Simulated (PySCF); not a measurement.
# Calculated properties of `[SiH3]Sc1ccncc1`

C₅H₇NSSi.
Numbering: `[SiH3:1][S:2][c:3]1[cH:4][cH:5][n:6][cH:7][cH:8]1` (hydrogens: H9, H10, H11 on Si1; H12 on C4; H13 on C5; H14 on C7; H15 on C8)

Among its groups: pyridine-type ring nitrogen and Si–H bond.

PBE0-D3(BJ)/def2-SVP geometry optimisation, gas phase (PySCF):

```yaml
Rotational_constants_A_B_C: 3.649, 0.867, 0.706 GHz
```

**wB97X-D/def2-SVPD ground state, ΔSCF and vertical TDDFT (core frozen in the response) (PySCF)**

```yaml
Dipole_moment: 2.07 D
HOMO_energy: -8.82 eV
LUMO_energy: 0.63 eV
HOMO–LUMO_gap: 9.45 eV
Lowest_singlet_excitation: 5.10 eV (243 nm, f = 0.004)
Strongest_line_among_the_10_lowest_singlet_transitions: S8 at 6.71 eV (185 nm, f = 0.381)
Lowest_triplet_excitation_Tamm–Dancoff: 4.11 eV
Static_isotropic_polarisability: 112.9 au
Vertical_ionisation_energy: 8.91 eV
Electronic_spatial_extent_⟨r²⟩_about_the_centre_of_nuclear_charge: 1551 bohr²
```

From PBE0/pcSseg-1 ground state and GIAO shieldings, non-relativistic (PySCF):

```yaml
Lowest_Hirshfeld_atomic_charge: -0.17 e on N6
Highest_Hirshfeld_atomic_charge: +0.30 e on Si1
13C_chemical_shifts_computed_TMS_as_zero_by_class: 155.3 (C5/C7), 152.6 (C3), 127.5 (C4/C8) ppm
1H_chemical_shifts_computed_TMS_as_zero_by_class: 8.56 (H13/H14), 7.00 (H12/H15), 4.77 (H9/H10/H11) ppm
Isotropic_shieldings_of_nuclei_other_than_C_and_H_by_class: -82 (N6), 410 (Si1), 586 (S2) ppm
Mayer_bond_orders_between_heavy_atoms: Si1–S2 0.92, S2–C3 1.12, C3–C4 1.36, C4–C5 1.43, C5–N6 1.46, N6–C7 1.49, C7–C8 1.42, C8–C3 1.32
```

Monoisotopic mass from the formula: 141.0068 u.

The dipole equals about 6.9 × 10⁻³⁰ C·m (1 D = 3.33564 × 10⁻³⁰ C·m). The principal polarisabilities are 73.2, 113.4 and 152.3 au; their mean is the isotropic value. No computed singlet falls in the visible range (750 to 380 nm, 1.65 to 3.26 eV); S1 lies 1.84 eV above its blue end. The vertical singlet–triplet gap S1 − T1 is 0.99 eV (TDDFT singlet less Tamm–Dancoff triplet; S1: HOMO−1→LUMO, weight 0.96; T1: HOMO→LUMO, weight 0.63). S1 lies 4.35 eV below the HOMO–LUMO gap; its leading configuration is HOMO−1→LUMO, weight 0.96. In wavenumbers S1 is 41100 cm⁻¹ (1 eV = 8065.54 cm⁻¹).

One conformer (not necessarily the lowest) at the PBE0-D3(BJ)/def2-SVP geometry, without solvent or vibrations. NMR classes are plain means over equivalent atoms (diastereotopic ones count apart unless rotation or inversion swaps them), as if these changed places fast; in this geometry the members of some classes differ.

Shape of the structure used: `[SiH3:1][S:2][c:3]1[cH:4][cH:5][n:6][cH:7][cH:8]1`: Si1–S2–C3–C4 179°.
